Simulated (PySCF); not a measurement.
# Excitation energy of Ru⁺ by level of theory

Ru⁺ [Kr] 4d7 (4F) → Ru⁺ [Kr] 4d6 5s1 (6D), as a difference of total energies. All numbers are calculated (PySCF 2.14, scalar relativity through the core potential, in def2-QZVPPD with the def2 core potential (28 electrons) (7s5p4d4f2g, 88 functions)). Correlated levels: valence: 4s2 4p6 frozen; valence and next inner shell: nothing frozen outside the core potential. The calculations carry no spin-orbit coupling.

| method | excitation energy (eV) | error (eV) |
| --- | --- | --- |
| UHF | 0.374 | -0.716 |
| LDA | 0.751 | -0.339 |
| PBE | 0.852 | -0.238 |
| PBE0 | 0.912 | -0.178 |
| r2SCAN | 0.567 | -0.523 |
| B3LYP | 1.072 | -0.018 |
| TPSS | 0.985 | -0.105 |
| BLYP | 1.021 | -0.069 |
| M06-2X | 1.565 | +0.475 |
| MP2 (valence) | 1.060 | -0.030 |
| SCS-MP2 (valence) | 1.573 | +0.483 |
| MP2 (valence and next inner shell) | 0.718 | -0.372 |
| SCS-MP2 (valence and next inner shell) | 1.062 | -0.028 |

Reference: 1.090 eV (measured; NIST levels, between the centres of gravity of the two terms).

Errors of the correlated levels include the incompleteness of this basis and the frozen core.
